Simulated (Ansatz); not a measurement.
C2H6OSe can be A, `C[Se]CO`, or B, `COC[SeH]`.

Calculated with Ansatz (gas phase, PBE0-D4/def2-TZVP geometries, no zero-point term in ΔE). CCSD(T)/CBS is the MP2 limit (def2-TZVPP, def2-QZVPP) plus CCSD(T) − MP2 in def2-TZVPP, frozen cores. Functionals use def2-TZVPP. B3LYP here is the variant with VWN-RPA as its local correlation; programs differ in this. For Se outer-core shells are correlated without core-valence functions, which leaves a few kJ/mol of doubt a bond. Scalar relativity is left out up to krypton. One conformer a species, not always the lowest.

Task: Which isomer does CCSD(T)/CBS put lower? Give the gap. (An estimate is asked.)

Result: Computed: A, by 10.8 kcal/mol.

Task: Give E(B) − E(A) in kcal/mol with HF/def2-TZVPP, PBE0-D4, ωB97M-V, B3LYP-D4, MP2/def2-TZVPP, CCSD(T)/def2-TZVPP, B2PLYP. (An estimate is asked.)

Result: The calculation gave: HF/def2-TZVPP 8.5, PBE0-D4 10.2, ωB97M-V 10.1, B3LYP-D4 9.3, MP2/def2-TZVPP 11.8, CCSD(T)/def2-TZVPP 10.3, B2PLYP 10.0. None reverses the order clearly.

Largest T1 diagnostic: 0.010.

In def2-TZVPP, CCSD(T) changes the Hartree–Fock value by +1.8 kcal/mol (the triples alone add +0.1 kcal/mol) and MP2 by +3.3 kcal/mol.
